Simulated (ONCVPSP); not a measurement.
Scattering properties, ONCV potential for B

ONCVPSP 4.0.1 input, shortened (lines: element, Z, core and valence counts, functional; n l f; lmax; l rc ep ncon nbas qcut; lloc lpopt rc5 dvloc0; l nproj debl; icmod fcfact rcfact), PBE, scalar-relativistic:

```
  B 5.00    1    2        4      upf
    1    0    2.00
    2    0    2.00
    2    1    0.75
    2
    0    1.35    0.00    3    8    4.60
    1    2.60    0.00    4    8    4.70
    2    2.75    0.32    4    8    3.60
    4    5    0.95    6.00
    0    3    0.70
    1    2    1.10
    2    1    2.60
    0    0.00    0.00
```

The phase is arctan(r·R′/R) of the radial function R(r), unwrapped; energies in Ha, scanned from -2 to 5 Ha. A pole is an energy at which the radial function vanishes at the test radius. The pseudo phase is shifted by a multiple of π to meet the all-electron one at the reference energy, and phase errors are pseudo minus all-electron; the curves can meet again beyond the range given. Levels narrower than the energy grid can be missing from the lists of poles.

```tsv
channel	radius (bohr)	reference energy (Ha)	poles, all-electron	poles, pseudo	unbroken range about the reference energy with phases within 0.05 rad	phase error 1 Ha above the reference energy (rad)
s	1.37	-0.43	2.90	2.90	the whole range	+0.000
p	2.64	-0.21	0.07, 2.34	0.07, 2.38	below 3.2	+0.000
d	2.79	0.32	1.26, 4.04	1.27, 4.19	below 1.9	+0.006
```

Note: ghosts flagged at negative energy: s at -929.6 eV; GHOST(+) flags only above 600 eV. A true bound ghost makes a file unfit for plane-wave use.

Phases in the s channel:

| E (Ha) | all-electron | pseudo |
| --- | --- | --- |
| -1.98 | 0.723 | 0.723 |
| -1.80 | 0.630 | 0.630 |
| -1.62 | 0.516 | 0.516 |
| -1.44 | 0.380 | 0.379 |
| -1.26 | 0.217 | 0.217 |
| -1.08 | 0.032 | 0.032 |
| -0.90 | -0.168 | -0.168 |
| -0.72 | -0.366 | -0.366 |
| -0.54 | -0.550 | -0.550 |
| -0.36 | -0.711 | -0.711 |
| -0.18 | -0.847 | -0.847 |
| 0.00 | -0.959 | -0.959 |
| 0.18 | -1.051 | -1.051 |
| 0.36 | -1.128 | -1.128 |
| 0.54 | -1.192 | -1.192 |
| 0.72 | -1.246 | -1.246 |
| 0.90 | -1.292 | -1.292 |
| 1.08 | -1.333 | -1.333 |
| 1.26 | -1.368 | -1.368 |
| 1.44 | -1.399 | -1.399 |
| 1.62 | -1.427 | -1.427 |
| 1.80 | -1.452 | -1.452 |
| 1.98 | -1.475 | -1.475 |
| 2.16 | -1.496 | -1.496 |
| 2.34 | -1.516 | -1.516 |
| 2.52 | -1.534 | -1.534 |
| 2.70 | -1.552 | -1.552 |
| 2.88 | -1.569 | -1.569 |
| 3.06 | -1.586 | -1.586 |
| 3.24 | -1.602 | -1.602 |
| 3.42 | -1.618 | -1.618 |
| 3.60 | -1.634 | -1.634 |
| 3.78 | -1.650 | -1.651 |
| 3.96 | -1.666 | -1.667 |
| 4.14 | -1.683 | -1.684 |
| 4.32 | -1.701 | -1.702 |
| 4.50 | -1.720 | -1.721 |
| 4.68 | -1.739 | -1.742 |
| 4.86 | -1.761 | -1.764 |
